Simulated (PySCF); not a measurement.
# s to d promotion along the 5d series

All values are computed (PySCF 2.14, energy differences of UHF-based or UKS calculations, no spin-orbit coupling). Basis: x2c-TZVPPall with one added diffuse shell each of s, p, d, f type, spin-free X2C. Energy of d^(n+1) s¹ above d^n s² in eV (negative where d^(n+1) s¹ lies lower), between high-spin terms; measured values are centres of gravity of the terms (NIST), left out for the 5d series, where spin-orbit coupling mixes the terms.

| element | terms | UHF | LDA | PBE | r2SCAN | PBE0 | CCSD(T) (valence) |
| --- | --- | --- | --- | --- | --- | --- | --- |
| W | 4f14 5d4 6s2 (5D) → 4f14 5d5 6s1 (7S) | -1.144 | -0.485 | -0.633 | -0.963 | -0.725 | -0.340 |
| Os | 4f14 5d6 6s2 (5D) → 4f14 5d7 6s1 (5F) | 0.682 | 0.559 | 0.437 | 0.371 | 0.420 | 0.706 |
| Ir | 4f14 5d7 6s2 (4F) → 4f14 5d8 6s1 (4F) | 0.211 | -0.060 | -0.060 | n/a | -0.076 | 0.148 |
| Pt | 4f14 5d8 6s2 (3F) → 4f14 5d9 6s1 (3D) | -0.326 | -0.685 | -0.566 | -0.328 | -0.590 | -0.460 |
| Au | 4f14 5d9 6s2 (2D) → 4f14 5d10 6s1 (2S) | -1.734 | -1.778 | -1.730 | -1.627 | -1.816 | -1.791 |
